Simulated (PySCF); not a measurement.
SMILES BCCC=C at its GFN2-xTB optimised geometry (Å):

```
14

B      1.3677    -1.6606     0.0077
C      0.6580    -0.2637     0.0000
C     -0.8782    -0.2637     0.0000
C     -1.4209     1.1296     0.0000
C     -2.1770     1.6428    -0.9521
H      0.7557    -2.6572     0.0293
H      2.5373    -1.6983    -0.0053
H      1.0054     0.3087    -0.8678
H      1.0098     0.3161     0.8613
H     -1.2455    -0.8033    -0.8744
H     -1.2320    -0.7856     0.8935
H     -1.1350     1.7359     0.8513
H     -2.5373     2.6572    -0.9152
H     -2.4739     1.0640    -1.8120
```

Computed with PBE/def2-TZVP (PySCF 2.14.0).

Map of the log10 of the electron density (e/bohr³), floored at −4 on the plane z = 1.5 Å:

```
|                           |
|                           |
|                           |
|                           |
|                           |
|        ::-::              |
|      .:=+++=:             |
|     .:=+###+-:            |
|     :-+#%@%*=-:..         |
|    .:=+#@@%#+===-:        |
|    .:=+#%%#*++**+=:       |
|     :-+*##*++#%%#+-       |
|     .-=+*****%@@%*-.      |
|      :=*#%#**%@@%*=.      |
|      :+#%@%#*#%%#+=:.     |
|      :+#@@@#**##*+=-:.    |
|      :=*%@%*++**++==-.    |
|      .-+*#*+=++++++=-:    |
|       :-===-==+++++=-:    |
|        .::::-=+++==--.    |
|           .:-=++==-:.     |
|            .:-==-::.      |
|             .:-::.        |
|              ...          |
|                           |
|                           |
|                           |
```
Scale: ten equal steps from -4.00 (start of ' ') to -1.54 (end of '@'), in the order ' .:-=+*#%@'; x runs from -5.00 to 5.00, y from -5.00 (bottom) to 5.00 (top).
